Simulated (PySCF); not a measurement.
BClFI, SMILES ClB(I)F.

Geometry: PBE0-D3(BJ)/def2-SVP. The def2 effective core potentials stand for the cores of I; spin–orbit coupling is left out.

Computed with PBE0-D3(BJ)/def2-SVP (PySCF 2.14.0).

Frequencies are harmonic and unscaled.

```tsv
mode	ν (cm⁻¹)	IR (km/mol)	Raman (Å⁴/amu)	depolarisation	moving atoms (share of kinetic energy)
1	193	0.1	3.6	0.59	Cl 61 %, I 18 %, F 12 %, B 9 %
2	292	1.7	2.1	0.44	F 72 %, I 18 %
3	467	11.5	2.7	0.75	B 88 %, F 9 %
4	472	12.5	6.2	0.08	F 41 %, Cl 36 %, B 18 %
5	932	497.2	0.7	0.71	B 86 %, Cl 11 %
6	1349	310.2	0.7	0.34	B 69 %, F 31 %
```
